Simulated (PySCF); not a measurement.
Species: diboron tetrachloride, B2Cl4.
Geometry (PBE0-D3(BJ)/def2-SVP, Å), atoms numbered from 1 in this order:
```
atom  x, y, z in Å
Cl1   -1.6614   -1.2678    0.9307
B2    -0.8274   -0.1084   -0.0759
Cl3   -1.7451    0.8634   -1.2011
B4     0.8522    0.0758    0.0384
Cl5    1.9153   -0.9004   -0.9454
Cl6    1.5358    1.2454    1.1410
```

Computed with MP2 and CCSD/aug-cc-pVDZ in PySCF, restricted Hartree–Fock reference, frozen core, non-relativistic, gas phase, PBE0-D3(BJ)/def2-SVP geometry.

E(HF) = -1887.56122 Eh.

(1) How large is the problem?

(2) What are the MP2 and CCSD correlation energies?

(3) What is the T1 diagnostic?

Answers

(1) 154 basis functions and 78 electrons; 22 orbitals frozen, which leaves o = 17 correlated occupied and v = 115 virtual orbitals. That is o·v = 1955 singles and o·v(o·v + 1)/2 = 1911990 distinct closed-shell doubles amplitudes before symmetry; the costliest CCSD step grows as o²v⁴ = 5.1 × 10^10.

(2) MP2 -0.7385 Eh and CCSD -0.7890 Eh, which gives totals of -1888.29974 and -1888.35023 Eh. That is 0.631 eV for each correlated electron at CCSD (2072 kJ/mol in all, 0.042 % of the total energy); MP2 gives 93.6 % of the CCSD value.

(3) 0.0140, below the customary warning level of 0.02. It is the norm of the spatial-orbital singles amplitudes over the root of the number of correlated electrons, so the norm is 0.082.

No triples correction and no basis-set extrapolation were made.

The job also held the EOM ionisation roots. The run took 2.1 min on x86-64 server, one thread, shared host.
